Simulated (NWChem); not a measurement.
System: CH8OSi2; SMILES C[SiH2]O[SiH3]

Parts of the log:

```
             Northwest Computational Chemistry Package (NWChem) 7.3.0
             --------------------------------------------------------

                             Geometry "geometry" -> ""
                             -------------------------

 Output coordinates in angstroms (scale by  1.889725989 to convert to a.u.)

  No.       Tag          Charge          X              Y              Z
 ---- ---------------- ---------- -------------- -------------- --------------
    1 Si                  14.0000    -0.14344600    -2.09159900    -0.09317700
    2 O                    8.0000    -0.35418300    -0.45131200    -0.05652900
    3 Si                  14.0000     0.35225300     1.05342700    -0.10137900
    4 C                    6.0000    -0.97901900     2.35213100     0.03092200
    5 H                    1.0000     0.50378600    -2.51046000    -1.37422800
    6 H                    1.0000     0.71664100    -2.53717600     1.04575700
    7 H                    1.0000    -1.47949800    -2.74310900     0.01714000
    8 H                    1.0000     1.32206500     1.17606800     1.03222100
    9 H                    1.0000     1.10918200     1.20399100    -1.38395600
   10 H                    1.0000    -0.53606700     3.36039000     0.00351100
   11 H                    1.0000    -1.69316300     2.26755500    -0.80237800
   12 H                    1.0000    -1.53659100     2.24706700     0.97411900

 Effective nuclear repulsion energy (a.u.)     223.5648755862

                              NWChem Property Module
                              ----------------------

  itol2e modified to match energy
  convergence criterion.

                                 NWChem DFT Module
                                 -----------------

 Summary of "ao basis" -> "ao basis" (spherical)
 ------------------------------------------------------------------------------
       Tag                 Description            Shells   Functions and Types
 ---------------- ------------------------------  ------  ---------------------
 Si                          6-31g*                  8       18   4s3p1d
 O                           6-31g*                  6       14   3s2p1d
 C                           6-31g*                  6       14   3s2p1d
 H                           6-31g*                  2        2   2s

  itol2e modified to match energy
  convergence criterion.

[...]

          -----------------------------------------
          Chemical Shielding Tensors (GIAO, in ppm)
          -----------------------------------------

                                NWChem CPHF Module
                                ------------------

  scftype          =     RHF
  nclosed          =       25
  nopen            =        0
  variables        =     1375
  # of vectors     =        3
  tolerance        = 0.10D-03
  level shift      = 0.00D+00
  max iterations   =       50
  max subspace     =       30

 SCF residual:    1.2649262278071539E-004

Iterative solution of linear equations
  No. of variables     1375
  No. of equations        3
  Maximum subspace       30
        Iterations       50
       Convergence  1.0D-04

   iter   nsub   residual    time
   ----  ------  --------  ---------
     1      3    3.72D-01      63.6
     2      6    1.50D-02      70.6
     3      9    4.77D-04      77.6
     4     12    1.97D-05      84.9

      Atom:    1  Si
        Diamagnetic
    877.3374     -0.3698     -0.0381
     -0.3698    887.7728      0.1530
     -0.0381      0.1530    876.9541

        Paramagnetic
   -474.3362     -9.7414     -0.6451
     -9.7414   -386.6032      1.8905
     -0.6451      1.8905   -480.3607

        Total Shielding Tensor
    403.0011    -10.1113     -0.6832
    -10.1113    501.1696      2.0435
     -0.6832      2.0435    396.5934

           isotropic =     433.5880
          anisotropy =     102.9810

          Principal Components and Axis System
                 1           2           3
              502.2420    402.0114    396.5107

      1        -0.1015      0.9910      0.0878
      2         0.9946      0.1028     -0.0110
      3         0.0199     -0.0862      0.9961

      Atom:    2  O
        Diamagnetic
    380.5517      7.1090     -0.4304
      7.1090    425.4801     -0.0542
     -0.4304     -0.0542    374.7568

        Paramagnetic
    -38.2849    -24.3739     -0.0786
    -24.3739   -162.1317      0.7376
     -0.0786      0.7376    -36.0240

        Total Shielding Tensor
    342.2668    -17.2649     -0.5090
    -17.2649    263.3484      0.6833
     -0.5090      0.6833    338.7328

           isotropic =     314.7827
          anisotropy =      46.7286

          Principal Components and Axis System
                 1           2           3
              345.9351    338.6802    259.7327

      1         0.9749      0.0879      0.2047
      2        -0.2045     -0.0111      0.9788
      3        -0.0883      0.9961     -0.0071

      Atom:    3  Si
        Diamagnetic
    879.9187      1.2064     -0.2738
      1.2064    887.5842      0.0191
     -0.2738      0.0191    876.6776

        Paramagnetic
   -457.8695      9.4618     -4.3684
      9.4618   -422.6898      0.1651
     -4.3684      0.1651   -508.2959

        Total Shielding Tensor
    422.0492     10.6682     -4.6422
     10.6682    464.8944      0.1842
     -4.6422      0.1842    368.3817

           isotropic =     418.4418
          anisotropy =      73.4548

          Principal Components and Axis System
                 1           2           3
              467.4117    419.9432    367.9705

      1         0.2298      0.9693      0.0878
      2         0.9732     -0.2297     -0.0116
      3        -0.0090     -0.0881      0.9961

      Atom:    4  C
        Diamagnetic
    252.7773     -6.2041     -0.6609
     -6.2041    254.5527      0.6442
     -0.6609      0.6442    246.1562

        Paramagnetic
    -59.3736      8.1105     -0.7140
      8.1105    -56.8247     -0.5794
     -0.7140     -0.5794    -68.4732

[...]
```

Level: B3LYP/6-31G* (spherical d), GIAO. All runs use the structure optimised with PBE0/def2-SVP. NWChem prints the field gradient with the sign opposite to the second derivative of the potential. The output numbers the shielded atoms by their place in the input's list. The printed shielding anisotropy is the first printed principal value minus the mean of the other two.

Q: Write an input that gives this output.

A: This is not unique; one that fits is the input that was run:
```
start job
memory heap 200 mb stack 900 mb global 1100 mb
geometry units angstroms noautosym nocenter noautoz
  Si    -0.143446    -2.091599    -0.093177
  O     -0.354183    -0.451312    -0.056529
  Si     0.352253     1.053427    -0.101379
  C     -0.979019     2.352131     0.030922
  H      0.503786    -2.510460    -1.374228
  H      0.716641    -2.537176     1.045757
  H     -1.479498    -2.743109     0.017140
  H      1.322065     1.176068     1.032221
  H      1.109182     1.203991    -1.383956
  H     -0.536067     3.360390     0.003511
  H     -1.693163     2.267555    -0.802378
  H     -1.536591     2.247067     0.974119
end
basis spherical
  * library 6-31g*
end
dft
  xc b3lyp
  iterations 150
end
property
  shielding 9 1 2 3 4 5 7 8 10 11
  efieldgrad
end
task dft property
```
